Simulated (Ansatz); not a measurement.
Ideal-gas functions of `F/C=N/[SiH3]` at 800 K and 1 bar, from an Ansatz frequency run at PBE0-D4/def2-TZVP.

Molar mass 77.13 g/mol, point group Cs (symmetry number 1), electronic degeneracy 1, moments of inertia 12.198, 201.106, 207.367 u Å². Harmonic wavenumbers (cm⁻¹, unscaled): 151, 164, 200, 492, 699, 712, 881, 945, 945, 955, 1003, 1144, 1374, 1822, 2195, 2252, 2253, 3093.

Use S(trans) = R[1.5 ln M + 2.5 ln T − 1.1517]; rotational temperatures θ = 24.2544 K / I; S(rot) = R[ln(√π/σ · √(T³/θAθBθC)) + 1.5]; for each mode x = 1.438777 ν̃/T, S = R[x/(eˣ − 1) − ln(1 − e⁻ˣ)] and H = RT x/(eˣ − 1); 1 cm⁻¹ = 0.0119627 kJ/mol; R = 8.31446 J/(mol·K).

Task: By hand: the entropy, in J/(mol·K).

Result: Translation 183.6. Rotation: θ = 1.9884, 0.1206, 0.117 K, giving 115.5. Vibration, mode by mode: 19.18, 18.50, 16.86, 9.60, 6.94, 6.80, 5.31, 4.84, 4.84, 4.77, 4.45, 3.64, 2.63, 1.39, 0.81, 0.74, 0.74, 0.21, in all 112.2. Electronic 0.0. Sum 411.3 J/(mol·K).

Task: By hand: H − E and G − E in kJ/mol, counted from the electronic energy.

Result: Zero-point energy ½ × 21280 × 0.0119627 = 127.3; thermal vibration 46.4; translation, rotation and pV give 4 RT = 26.6. H − E = 200.3 kJ/mol, and G − E = 200.3 − 800 × 411.3/1000 = -128.7 kJ/mol.

Vibration gives 27 % of the entropy.
